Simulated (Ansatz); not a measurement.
`[F][Hf]([F])([F])[SeH]` + HI → `[F][Hf]([F])([F])[I]` + H₂Se at 700 K and 1 bar (ligand exchange at the Hf–Se bond).

Isolated molecules relaxed with PBE0-D4/def2-TZVP in Ansatz; ΔE leaves out vibrations. CCSD(T)/CBS adds triple-zeta CCSD(T) − MP2 to the extrapolated MP2 energy (def2 sets, frozen cores). Elements past krypton have def2 core potentials. For Hf, I, Se outer-core shells are correlated without core-valence functions, which leaves a few kJ/mol of doubt a bond. Scalar relativity is left out up to krypton. Each species was taken in one conformer, which may not be the lowest.

```
                 species  CCSD(T)/CBS energy (Eh)  H − E (kJ/mol)  S (J/(mol·K))
`[F][Hf]([F])([F])[SeH]`              -2748.87958           105.3          495.5
                      HI               -298.03592            34.6          231.7
  `[F][Hf]([F])([F])[I]`               -645.03670            78.6          456.4
                    H₂Se              -2401.89790            61.1          251.1
```

H − E and S are ideal-gas, rigid-rotor, harmonic terms from PBE0-D4/def2-TZVP, for one conformer and one mirror image of each species. 1 Eh = 2625.50 kJ/mol, R = 8.31446 J/(mol·K).

By hand: ΔE, ΔH, ΔS and ΔG.

ΔE = (-645.03670) + (-2401.89790) − (-2748.87958) − (-298.03592) = -0.01910 Eh = -50.1 kJ/mol. Δ(H − E) = 78.6 + 61.1 − 105.3 − 34.6 = -0.2, so ΔH = -50.3 kJ/mol. ΔS = 456.4 + 251.1 − 495.5 − 231.7 = -19.7 J/(mol·K). ΔG = -50.3 − 700 × (-19.7)/1000 = -36.5 kJ/mol.

By hand: the equilibrium constant, and the temperature at which ΔG would vanish if ΔH and ΔS stayed fixed.

log₁₀ K = −ΔG/(RT ln 10) = 2.7. ΔG = 0 at ΔH/ΔS = 2553 K, far beyond where these terms or the molecules hold.

ΔH outweighs TΔS. A doubt of 5 kJ/mol in ΔE shifts log₁₀ K by 0.4 here. Other conformers and mirror images would add mixing entropy, several J/(mol·K) or more a flexible species. Modes under 60 cm⁻¹, often nearly free rotors, make the harmonic entropy too high. These are equilibria of isolated gas molecules and say nothing of rates. Largest T1 diagnostic: 0.015 (customary marks: 0.02 for closed shells, 0.045 for open ones).
